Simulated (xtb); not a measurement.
C₄H₄N (SMILES C1=C[N]C=C1), doublet, geometry from GFN2-xTB; GFN0-xTB run with xtb 6.7.1.

The xtb input:
```
$ xtb mol.xyz --gfn 0 --uhf 1 --hess --json

# file mol.xyz
9

C      0.25234755     1.10100966     0.34566517
C      1.13634942     0.07209446    -0.12711581
N      0.47152439    -1.04970563    -0.38610838
C     -0.81040131    -0.79771881    -0.13978725
C     -1.00139363     0.56651360     0.26769222
H      0.53945870     2.10113333     0.60425985
H      2.19032211     0.15448557    -0.31936122
H     -1.55411074    -1.57081668    -0.20160132
H     -1.93775303     1.01174372     0.54073536
```

Q: What does xtb print? Leave out banner, timings and long lists.

A: 
```
   ID    Z sym.   atoms
    1    6 C      1, 2, 4, 5
    2    7 N      3
    3    1 H      6-9

           -------------------------------------------------
          |                Calculation Setup                |
           -------------------------------------------------

           -------------------------------------------------
          |                 G F N 0 - x T B                 |
           -------------------------------------------------

          ...................................................
          :                      SETUP                      :
          :.................................................:
          :  # basis functions                  28          :
          :  # atomic orbitals                  28          :
          :  # shells                           18          :
          :  # electrons                        25          :
          :  electronic temp.          300.0000000     K    :
          :  accuracy                    1.0000000          :
          :  -> integral cutoff          0.2500000E+02      :
          :  -> integral neglect         0.1000000E-07      :
          ...................................................

         :::::::::::::::::::::::::::::::::::::::::::::::::::::
         ::                     SUMMARY                     ::
         :::::::::::::::::::::::::::::::::::::::::::::::::::::
         :: total energy             -13.532655420450 Eh    ::
         :: gradient norm              0.032603389335 Eh/a0 ::
         :: HOMO-LUMO gap              4.452140271907 eV    ::
         ::.................................................::
         :: H0 energy                -13.682170967642 Eh    ::
         :: repulsion energy           0.223063610077 Eh    ::
         :: electrostat energy        -0.046965489823 Eh    ::
         :: -> Gsolv                   0.000000000000 Eh    ::
         ::    -> Gsasa                0.000000000000 Eh    ::
         ::    -> Gshift               0.000000000000 Eh    ::
         :: dispersion energy         -0.002271724801 Eh    ::
         :: short-range corr.         -0.024310848261 Eh    ::
         :: add. restraining           0.000000000000 Eh    ::
         :: total charge               0.000000000000 e     ::
         :::::::::::::::::::::::::::::::::::::::::::::::::::::

           -------------------------------------------------
          |                Numerical Hessian                |
           -------------------------------------------------
step length          :   0.00500
SCC accuracy         :   0.30000
Hessian scale factor :   1.00000
frozen atoms in %    :   0.00000    0
RMS gradient         :   0.03260 !! INCOMPLETELY OPTIMIZED GEOMETRY !!
estimated CPU  time      0.00 min

writing file <hessian>.

 projected vibrational frequencies (cm⁻¹)
eigval :       -0.00    -0.00    -0.00    -0.00     0.00     0.00
eigval :      435.30   437.89   661.01   743.23   759.40   772.38
eigval :      794.74   816.94   907.92  1010.88  1021.54  1095.15
eigval :     1129.79  1155.32  1281.76  1327.69  1428.34  3253.68
eigval :     3257.84  3259.08  3272.06
           -------------------------------------------------
          |                Property Printout                |
           -------------------------------------------------

    * Orbital Energies and Occupations

         #    Occupation            Energy/Eh            Energy/eV
      -------------------------------------------------------------
         1        2.0000           -0.7121707             -19.3792
         2        2.0000           -0.6353761             -17.2895
         3        2.0000           -0.6226552             -16.9433
         4        2.0000           -0.5922617             -16.1163
         5        2.0000           -0.5855752             -15.9343
         6        2.0000           -0.5721206             -15.5682
         7        2.0000           -0.5212969             -14.1852
[...]
 Raman intensities (Ä⁴*amu⁻¹)
   1:  0.00   2:  0.00   3:  0.00   4:  0.00   5:  0.00   6:  0.00   7:  0.00   8:  0.00
   9:  0.00  10:  0.00  11:  0.00  12:  0.00  13:  0.00  14:  0.00  15:  0.00  16:  0.00
  17:  0.00  18:  0.00  19:  0.00  20:  0.00  21:  0.00  22:  0.00  23:  0.00  24:  0.00
  25:  0.00  26:  0.00  27:  0.00
Molecule has the following symmetry elements: (C2)
It seems to be the C2 point group
 output can be read by thermo (or use thermo option).
 writing <g98.out> molden fake output.
 recommended (thermochemical) frequency scaling factor: 1.0
           -------------------------------------------------
          |             Thermodynamic Functions             |
           -------------------------------------------------

c2  symmetry found (for desy threshold:  0.10E+00) used in thermo

          ...................................................
          :                      SETUP                      :
          :.................................................:
          :  # frequencies                          21      :
          :  # imaginary freq.                       0      :
          :  linear?                             false      :
          :  only rotor calc.                    false      :
          :  symmetry                               c2      :
          :  rotational number                       2      :
          :  scaling factor                  1.0000000      :
          :  rotor cutoff                   50.0000000 cm⁻¹ :
          :  imag. cutoff                  -20.0000000 cm⁻¹ :
          :.................................................:

    mode    ω/cm⁻¹     T·S(HO)/kcal·mol⁻¹    T·S(FR)/kcal·mol⁻¹   T·S(vib)
   ------------------------------------------------------------------------
   ------------------------------------------------------------------------

   temp. (K)  partition function   enthalpy   heat capacity  entropy
                                   cal/mol     cal/K/mol   cal/K/mol   J/K/mol
 298.15  VIB   1.59                  832.020      9.509      3.718
         ROT  0.208E+05              888.752      2.981     22.736
         INT  0.331E+05             1720.773     12.490     26.454
         TR   0.520E+27             1481.254      4.968     38.466
         TOT                        3202.0267    17.4577    64.9200   271.6251

       T/K    H(0)-H(T)+PV         H(T)/Eh          T*S/Eh         G(T)/Eh
   ------------------------------------------------------------------------
    298.15    0.510275E-02    0.707639E-01    0.308456E-01    0.399183E-01
   ------------------------------------------------------------------------

         :::::::::::::::::::::::::::::::::::::::::::::::::::::
         ::                  THERMODYNAMIC                  ::
         :::::::::::::::::::::::::::::::::::::::::::::::::::::
         :: total free energy         -13.492737120672 Eh   ::
         ::.................................................::
         :: total energy              -13.532655420450 Eh   ::
         :: zero point energy           0.065661111534 Eh   ::
         :: G(RRHO) w/o ZPVE           -0.025742811757 Eh   ::
         :: G(RRHO) contrib.            0.039918299778 Eh   ::
         :::::::::::::::::::::::::::::::::::::::::::::::::::::

           -------------------------------------------------
          | TOTAL ENERGY              -13.532655420450 Eh   |
          | TOTAL ENTHALPY            -13.461891554578 Eh   |
          | TOTAL FREE ENERGY         -13.492737120672 Eh   |
          | GRADIENT NORM               0.032603389335 Eh/α |
          | HOMO-LUMO GAP               4.452140271907 eV   |
           -------------------------------------------------
########################################################################
[WARNING] Runtime exception occurred
-1- hessian_numhess: Hessian on incompletely optimized geometry!
########################################################################

normal termination of xtb
```
